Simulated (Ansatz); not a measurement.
Calculated with Ansatz (gas phase, PBE0-D4/def2-TZVP geometries, no zero-point term in ΔE). CCSD(T)/CBS adds triple-zeta CCSD(T) − MP2 to the extrapolated MP2 energy (def2 sets, frozen cores). This one scheme is used for every species. Functionals use def2-TZVPP. One conformer a species, not always the lowest.

`CCB(O)OC` + silanol → `COB(O)O[SiH3]` + ethane  (ligand exchange at a B–C bond)

`CCB(O)OC`:

```xyz
15

C    -0.395    2.140   -0.384
C    -0.535    0.670   -0.008
B     0.774   -0.189   -0.162
O     1.923    0.399   -0.600
O     0.842   -1.526    0.123
C    -0.276   -2.247    0.584
H    -1.335    2.682   -0.255
H    -0.083    2.252   -1.425
H     0.363    2.632    0.228
H    -1.328    0.201   -0.605
H    -0.889    0.577    1.027
H     2.646   -0.234   -0.648
H     0.032   -3.282    0.734
H    -0.646   -1.851    1.535
H    -1.094   -2.228   -0.143
```

`O[SiH3]`:

Cartesian coordinates in Å:
```
O 0.004 0.544 -1.161
Si 0.103 -0.272 0.268
H -0.541 1.330 -1.190
H 0.667 0.581 1.350
H 0.999 -1.424 0.016
H -1.231 -0.758 0.717
```

`COB(O)O[SiH3]`:

```xyz
13

C     0.819   -1.837   -0.595
O     0.116   -0.746   -0.056
B     0.431    0.548   -0.382
O     1.434    0.905   -1.235
O    -0.304    1.542    0.183
Si   -1.569    1.464    1.236
H     0.395   -2.751   -0.181
H     0.723   -1.879   -1.687
H     1.882   -1.804   -0.329
H     1.919    0.167   -1.607
H    -2.709    0.723    0.638
H    -1.976    2.862    1.512
H    -1.163    0.805    2.503
```

`CC`:

Z-matrix (Å, degrees):
```
C
C 1 1.519
H 1 1.093 2 111.4
H 1 1.093 2 111.4 3 120.0
H 1 1.093 2 111.4 3 -120.0
H 2 1.093 1 111.4 3 180.0
H 2 1.093 1 111.4 3 -60.0
H 2 1.093 1 111.4 3 60.0
```

| level | ΔE (kJ/mol) |
| --- | --- |
| B2PLYP | -120.7 |
| r2SCAN | -119.4 |

Q: What does CCSD(T)/CBS give? (Estimate.)

A: Computed: -115.7 kJ/mol. The listed levels differ from it by -5.0, -3.7 kJ/mol.

Largest T1 diagnostic among the species: 0.012.

In def2-TZVPP, CCSD(T) changes the Hartree–Fock value by +20.4 kJ/mol (the triples alone add +2.2 kJ/mol) and MP2 by +21.9 kJ/mol. From PBE to PBE0 (25 % exact exchange), in def2-TZVPP and without D4, ΔE moves by −4.5 kJ/mol.
